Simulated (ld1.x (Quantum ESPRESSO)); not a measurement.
# selenium (Se), RRKJ: configuration errors across variants

```
Element                 : selenium (Se)
Generator               : ld1.x (Quantum ESPRESSO) 7.5
Type                    : norm-conserving RRKJ (Kleinman–Bylander form)
Functional              : Wu–Cohen
Relativity              : fully relativistic
Frozen core             : [Ar]
Valence charge          : 16
Reference configuration : 3d10 4s2 4p3.5 (charge +0.5)
Partial waves           : 4s (bound): rc 1.45 bohr; 4p (bound): rc 1.85 bohr; 3d (bound): rc 1.15 bohr
Local potential         : the d channel
Core correction         : a·sin(br)/r model core inside 0.80 bohr
rho0                    : 0.01
```

Open shells are filled in proportion to 2j + 1 (rel_dist='average').

All-electron excitation energies from the reference (eV): (1) 3d10 4s2 4p4 -4.314; (2) 3d10 4s2 4p3 6.548; (3) 3d10 4s2 4p2 26.949; (4) 3d10 4s1 4p4 18.109; (5) 3d10 4s2 4p4.3 -5.907; (6) 3d10 4s0 4p6 17.699.

Tests that are not counted but printed errors over 1 eV. “base”: 3d10 4s2 4p1 (pseudo-atom not self-consistent, printed error +79.8 eV). “wave 4p (bound): rc 1.85 bohr becomes 4p (bound): rc 1.82 bohr”: 3d10 4s2 4p1 (pseudo-atom not self-consistent, printed error +107 eV).

A true bound ghost makes a file unfit for plane-wave use even where its test errors are small: the radial tests pick states by their node count and pass the ghost by. Where a test does run into it, the solver fails or the error is huge.

The file “base” misses its own reference levels by 0.5 eV. The file “wave 4p (bound): rc 1.85 bohr becomes 4p (bound): rc 1.30 bohr” misses its own reference levels by 0.5 eV. The file “wave 4p (bound): rc 1.85 bohr becomes 4p (bound): rc 1.50 bohr” misses its own reference levels by 0.5 eV. The file “wave 4p (bound): rc 1.85 bohr becomes 4p (bound): rc 1.82 bohr” misses its own reference levels by 0.5 eV. The file “wave 4p (bound): rc 1.85 bohr becomes 4p (bound): rc 2.00 bohr” misses its own reference levels by 0.5 eV. The file “wave 4p (bound): rc 1.85 bohr becomes 4p (bound): rc 2.22 bohr” misses its own reference levels by 0.5 eV. The file “wave 4p (bound): rc 1.85 bohr becomes 4p (bound): rc 2.46 bohr” misses its own reference levels by 0.5 eV.

Errors AE − PS in meV (a dash: test not solved or not reliable):

```csv
change,(1),(2),(3),(4),(5),(6),bound ghosts
base,+0.3,+0.5,+7.6,-3.5,+0.6,-20,"s, p3/2, p1/2"
wave 4p (bound): rc 1.85 bohr becomes 4p (bound): rc 1.30 bohr,+0.2,+0.3,+3.8,+1.3,+0.4,+2.0,"s, p3/2, p1/2"
wave 4p (bound): rc 1.85 bohr becomes 4p (bound): rc 1.50 bohr,+0.3,+0.4,+5.5,+0.8,+0.7,-4.9,"s, p3/2, p1/2"
wave 4p (bound): rc 1.85 bohr becomes 4p (bound): rc 1.82 bohr,+0.3,+0.5,+7.4,-3.3,+0.6,-20,"s, p3/2, p1/2"
wave 4p (bound): rc 1.85 bohr becomes 4p (bound): rc 2.00 bohr,+0.3,+0.5,+8.0,-3.2,+0.6,-18,"s, p3/2, p1/2"
wave 4p (bound): rc 1.85 bohr becomes 4p (bound): rc 2.22 bohr,+0.3,+0.5,+7.1,-0.3,+0.7,-5.7,"s, p3/2, p1/2"
wave 4p (bound): rc 1.85 bohr becomes 4p (bound): rc 2.46 bohr,+0.3,+0.4,+3.7,+5.3,+0.6,+12,"s, p3/2, p1/2"
```

(1) Give the same row for: wave 4p (bound): rc 1.85 bohr becomes 4p (bound): rc 2.76 bohr.

## Answers

(1) +0.2, +0.2, -2.4, +13, +0.6, +32; bound ghosts: s, p3/2, p1/2.
